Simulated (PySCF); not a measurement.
C₅H₄F₂, SMILES FC1=C(F)CC=C1. Geometry optimised at PBE-D3(BJ)/def2-SVP. Other conformers were not sampled.

Computed equilibrium geometry at PBE-D3(BJ)/def2-SVP (PySCF confirms it by a frequency run) as a Z-matrix, and its point group (one conformer of several):
point group Cs.
```
C
H 1 1.1136
H 1 1.1136 2 106.15
C 1 1.4975 2 111.73 3 122.04
F 4 1.3362 1 122.90 2 -59.38
C 4 1.3633 5 127.87 1 180.00
F 6 1.3366 4 127.20 5 0.00
C 6 1.4640 7 123.46 4 180.00
C 8 1.3615 6 108.93 7 180.00
H 9 1.0971 8 126.97 6 180.00
H 8 1.0984 9 127.66 10 0.00
```
